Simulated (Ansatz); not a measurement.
Gas-phase electronic energies from Ansatz, PBE0-D4/def2-TZVP geometries. CBS: MP2 limit from def2 TZ/QZ plus the TZ coupled-cluster correction, frozen cores. This one scheme is used for every species. Functionals use def2-TZVPP. B3LYP here is the variant with VWN-RPA as its local correlation; programs differ in this. Each species was taken in one conformer, which may not be the lowest.

Consider the ligand exchange at a B–F bond: `NB(F)F` + `C[SiH2]O` → `C[SiH2]OB(N)F` + H–F.

Q: Is it downhill or uphill in electronic energy at CCSD(T)/CBS, and by how much? (Estimate.)

A: Ansatz gave: Uphill: ΔE = +9.8 kJ/mol.

Q: What do these levels give: PBE0-D4, B2PLYP, PBE, r2SCAN, B3LYP, HF/def2-TZVPP, MP2/def2-TZVPP, SCS-MP2/def2-TZVPP, HF/def2-QZVPP, SCS-MP2/def2-QZVPP, HF/CBS(def2), CCSD/CBS(def2)? (Estimate.)

A: Ansatz gave: PBE0-D4 14.2, B2PLYP 18.4, PBE 21.2, r2SCAN 19.4, B3LYP 21.9, HF/def2-TZVPP 21.1, MP2/def2-TZVPP 11.6, SCS-MP2/def2-TZVPP 14.1, HF/def2-QZVPP 20.4, SCS-MP2/def2-QZVPP 12.2, HF/CBS(def2) 20.4, CCSD/CBS(def2) 10.8 kJ/mol.

Largest T1 diagnostic among the species: 0.011.

The D4 term adds −7.3 kJ/mol with B3LYP and −4.3 kJ/mol with PBE0; it sums over pairs of atoms, weighted by their polarisabilities, and B3LYP, whose exchange is more repulsive, gets the larger term. In def2-TZVPP, CCSD(T) changes the Hartree–Fock value by −8.0 kJ/mol (the triples alone add −1.0 kJ/mol) and MP2 by −9.4 kJ/mol.
